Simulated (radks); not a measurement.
Task: The table gives one normalised radial function P(r) = r R(r) of Be in [He] 2s2 (r in bohr). Calculated with a radial shooting solver on a logarithmic mesh with Libxc functionals: scalar-relativistic Kohn-Sham, PW91, spin-unpolarised, spherical densities, finite nucleus; Fermi nuclear charge, rms radius 2.519 fm.

r,P
0.01949,0.0006
0.02418,0.0008
0.03002,0.0013
0.03755,0.0020
0.04661,0.0030
0.05784,0.0045
0.07236,0.0069
0.08981,0.0103
0.1115,0.0152
0.1395,0.0226
0.1731,0.0328
0.2148,0.0470
0.2687,0.0673
0.3335,0.0934
0.4139,0.1272
0.5179,0.1713
0.6427,0.2225
0.7977,0.2814
0.998,0.3474
1.239,0.4130
1.537,0.4738
1.923,0.5179
2.387,0.5296
2.962,0.5024
3.706,0.4337
4.6,0.3432
5.709,0.2501
7.142,0.1568
8.864,0.0791
11,0.0331

Which n and l does it have? It may be an empty orbital.

Result: n = 2, l = 1: the number of nodes gives n - l - 1 = 0, the rise at small r (about r^(l+1)) gives l, and the extent must fit the shell. The curve is that of 2p. 2p (empty): eigenvalue -2.051 eV, 0 radial nodes, <r> = 3.24 bohr, 90 % of the charge inside 5.56 bohr.
